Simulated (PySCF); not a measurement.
```xyz
7

Ga    -0.0550    -0.2492     0.0135
H     -1.4200    -0.4977    -0.7333
H     -0.0419    -0.2348     1.5916
H      1.3011    -0.4742    -0.7565
S     -0.0834     2.3573    -0.3245
H     -1.0709     2.6396     0.5533
H      0.8867     2.6646     0.5643
```

Charge 0, multiplicity 1.

Give the Mulliken and meta-Löwdin atomic charges from PBE-D3(BJ)/def2-TZVP // PBE0-D3(BJ)/def2-SVP in PySCF 2.14.0.


```tsv
atom	Mulliken (e)	meta-Löwdin (e)
Ga1	0.05	-0.06
H2	-0.08	-0.07
H3	-0.09	-0.07
H4	-0.08	-0.07
S5	-0.20	0.01
H6	0.20	0.13
H7	0.20	0.13
```
